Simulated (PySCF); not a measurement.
H3OSi, SMILES [OH+]=[SiH2], charge +1. Coordinates come from a r2SCAN-D4/def2-TZVP optimisation. The isomer is the one that the SMILES or the coordinates give; other isomers of the formula were not compared.

TDDFT-PBE0/def2-TZVPD (PySCF) puts the lowest singlet excitations at 6.05, 7.64, 7.67, 8.92, 9.41, 9.96 eV.

Question: What are the lowest excitation roots from PySCF with ADC(2)/aug-cc-pVDZ? (Estimate from the structure and the level; the computed values follow.)

Answer: 6.30, 7.47, 8.14, 9.21, 9.52, 10.28 eV. S1 differs by 0.25 eV (second minus first; roots are paired by order, and the bases may differ).
